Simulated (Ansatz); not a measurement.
**Question.** Name a neutral molecule of C, Cl, F, Ge and H with size of the dipole moment (PBE/def2-TZVPP) between 1.75 and 2.05 D and HOMO energy (PBE/def2-TZVPP) between -6.80 and -6.50 eV (Ansatz, PBE0-D4/def2-TZVP geometry).

**Answer.** `C[C](F)(Cl)[GeH3]` (1.88 D, -6.76 eV). Other molecules can fit too; these were computed, each in one conformer that needn't be the lowest.
